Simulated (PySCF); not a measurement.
dibromo-chloro-fluoromethane (CBr₂ClF), SMILES FC(Cl)(Br)Br.

Geometry: B3LYP-D3(BJ)/def2-SVP.

These are PySCF with ωB97X/def2-TZVP values and carry that method's errors.

Symmetry labels are those of the subgroup Cs that the program uses (full group Cs).

Computed valence orbital energies around the gap with their symmetry:
```json
[
 {"orbital": "HOMO−7", "symmetry": "A'", "energy (eV)": "-14.27"},
 {"orbital": "HOMO−6", "symmetry": "A\"", "energy (eV)": "-14.19"},
 {"orbital": "HOMO−5", "symmetry": "A'", "energy (eV)": "-12.83"},
 {"orbital": "HOMO−4", "symmetry": "A\"", "energy (eV)": "-12.15"},
 {"orbital": "HOMO−3", "symmetry": "A'", "energy (eV)": "-11.97"},
 {"orbital": "HOMO−2", "symmetry": "A'", "energy (eV)": "-11.44"},
 {"orbital": "HOMO−1", "symmetry": "A\"", "energy (eV)": "-11.17"},
 {"orbital": "HOMO", "symmetry": "A\"", "energy (eV)": "-10.84"},
 {"orbital": "LUMO", "symmetry": "A'", "energy (eV)": "0.05"},
 {"orbital": "LUMO+1", "symmetry": "A\"", "energy (eV)": "1.61"},
 {"orbital": "LUMO+2", "symmetry": "A'", "energy (eV)": "2.41"},
 {"orbital": "LUMO+3", "symmetry": "A'", "energy (eV)": "4.31"}
]
```
